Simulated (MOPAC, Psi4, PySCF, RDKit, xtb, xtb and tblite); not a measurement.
Conformational energy of SMILES CC(C)(C[SiH2]S)C (C5H14SSi). Scanned: dihedral C5–Si6–S7–H21; all other coordinates were relaxed at GFN2-xTB. Points at φ and −φ are mirror images.

Geometry of the scan point at 60° (Å):
```
21

C      1.2102     0.5930     1.2786
C      0.7641     0.0513    -0.0789
C      0.9422    -1.4666    -0.1061
C      1.6361     0.6749    -1.1750
C     -0.6991     0.4264    -0.3515
Si    -2.0046    -0.2346     0.8584
S     -3.9207     0.5653     0.2652
H      1.0395     1.6655     1.3390
H      2.2717     0.4078     1.4291
H      0.6642     0.1114     2.0859
H      1.9952    -1.7248    -0.0155
H      0.5695    -1.8810    -1.0403
H      0.4066    -1.9335     0.7165
H      1.3501     0.2989    -2.1552
H      2.6848     0.4356    -1.0122
H      1.5314     1.7579    -1.1798
H     -0.7764     1.5179    -0.3741
H     -0.9560     0.0882    -1.3607
H     -1.8855     0.2635     2.2212
H     -2.1458    -1.6891     0.8237
H     -3.9422     0.0408    -0.9500
```

Computed with: GFN2-xTB (xtb and tblite); MMFF94 // GFN2-xTB (RDKit); PBE/def2-SVP // GFN2-xTB (Psi4); PBE-D3(BJ)/def2-SVP // GFN2-xTB (Psi4); UFF // GFN2-xTB (RDKit); PM3, restricted, heats of formation // GFN2-xTB (MOPAC); PM6, restricted, heats of formation // GFN2-xTB (MOPAC); GFN1-xTB // GFN2-xTB (xtb); RKS-B3LYP/6-31G* = restricted B3LYP/6-31G*, spherical d, density fitting // GFN2-xTB run with PySCF; RKS-BP86/6-31G* = restricted BP86/6-31G*, spherical d, density fitting // GFN2-xTB run with PySCF; RKS-B3LYP/3-21G = PySCF with restricted B3LYP/3-21G, density fitting // GFN2-xTB; RHF/6-31G* = PySCF with restricted Hartree-Fock/6-31G*, spherical d, density fitting // GFN2-xTB.

Least-squares fit of E(φ) = a0 + Σ (a_n cos nφ + b_n sin nφ), n = 1 to 4, to the 18 scan points, in kcal/mol above the lowest point of each profile (levels whose profile four harmonics don't fit are not listed):

| method | a0 | a1 | b1 | a2 | b2 | a3 | b3 | a4 | b4 | rms of fit |
|---|---|---|---|---|---|---|---|---|---|---|
| GFN2-xTB | 0.35 | -0.04 | 0.00 | -0.17 | 0.00 | 0.22 | 0.00 | 0.00 | 0.00 | 0.01 |
| MMFF94 | 0.59 | 0.31 | 0.00 | 0.02 | 0.00 | 0.27 | 0.00 | -0.03 | 0.00 | 0.01 |
| PBE/def2-SVP | 0.51 | 0.11 | 0.00 | 0.17 | 0.00 | 0.48 | 0.00 | 0.02 | 0.00 | 0.01 |
| PBE-D3(BJ)/def2-SVP | 0.52 | 0.07 | 0.00 | 0.14 | 0.00 | 0.48 | 0.00 | 0.03 | 0.00 | 0.01 |
| UFF | 0.43 | -0.12 | 0.00 | 0.01 | 0.00 | 0.38 | 0.00 | -0.02 | 0.00 | 0.01 |
| PM3 | 0.53 | -0.37 | 0.00 | 0.38 | 0.00 | 0.16 | 0.00 | 0.02 | 0.00 | 0.00 |
| PM6 | 0.26 | 0.10 | 0.00 | 0.15 | 0.00 | 0.24 | 0.00 | 0.01 | 0.00 | 0.00 |
| GFN1-xTB | 0.84 | 0.26 | 0.00 | -0.15 | 0.00 | 0.47 | 0.00 | 0.02 | 0.00 | 0.01 |
| RKS-B3LYP/6-31G* | 0.52 | 0.11 | 0.00 | 0.14 | 0.00 | 0.49 | 0.00 | 0.04 | 0.00 | 0.01 |
| RKS-BP86/6-31G* | 0.54 | 0.09 | 0.00 | 0.17 | 0.00 | 0.49 | 0.00 | 0.04 | 0.00 | 0.01 |
| RKS-B3LYP/3-21G | 0.50 | 0.05 | 0.00 | 0.21 | 0.00 | 0.40 | 0.00 | 0.04 | 0.00 | 0.01 |
| RHF/6-31G* | 0.55 | 0.17 | 0.00 | 0.08 | 0.00 | 0.50 | 0.00 | 0.03 | 0.00 | 0.01 |

MMFF94 has few fitted parameters for silicon.
